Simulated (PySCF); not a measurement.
Iron: a sound run and one with changed settings

Sound run: Fe [Ar] 3d6 4s2, Fe⁺ [Ar] 3d6 4s1. Calculation: PySCF 2.14, in aug-cc-pVDZ (7s6p4d2f, 59 functions); no relativity, point nucleus. In the sound run the correlated levels freeze [Ar]. The sound run starts from symmetry-adapted Hartree-Fock orbitals and uses a fine grid where one is needed.

Changed run: all electrons correlated in a basis built for the valence shell.

| species | method | sound run (hartree) | changed run (hartree) | converged |
| --- | --- | --- | --- | --- |
| Fe | MP2 | -1262.60823 | -1262.82741 | yes |
| Fe⁺ | MP2 | -1262.33652 | -1262.55207 | yes |

Ionisation energy of Fe:

```csv
method,sound run (eV),changed run (eV)
UHF,6.369,6.369
MP2,7.394,7.492
SCS-MP2,7.566,7.585
```

A valence basis has no tight correlating functions, so it recovers only part of the core correlation, and not evenly between atom and ion.

For comparison, NIST gives 7.902 eV between the lowest levels.
